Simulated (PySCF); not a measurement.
Bonds broken one at a time in the series Si SH-H. All species are isolated molecules in the gas phase. One relaxed conformer stands for each flexible species; it need not be the lowest. Strings in code marks are SMILES.

The numbers are results of PBE-D3(BJ)/def2-TZVP (PySCF), not measurements. All candidates: neutral, multiplicity 1. Excitations are Tamm–Dancoff values on a coarser integration grid. The basis has no diffuse functions, so Rydberg states are missing or too high.

| Item | Value |
|---|---|
| LUMO | -1.03 eV |
| HOMO–LUMO gap | 5.33 eV |
| S1 excitation (TDA) | 5.44 eV |

Say which member has these values.
A. `S[SiH2]S` (H–S–Si–S torsion 56°, S–Si–S–H torsion 56°)
B. `S[Si](S)(S)S`
C. `S[SiH](S)S`

C, `S[SiH](S)S`. The others give `S[Si](S)(S)S`: -1.50 eV, 4.89 eV, 5.01 eV; `S[SiH2]S` (H–S–Si–S torsion 56°, S–Si–S–H torsion 56°): -1.13 eV, 5.15 eV, 5.30 eV
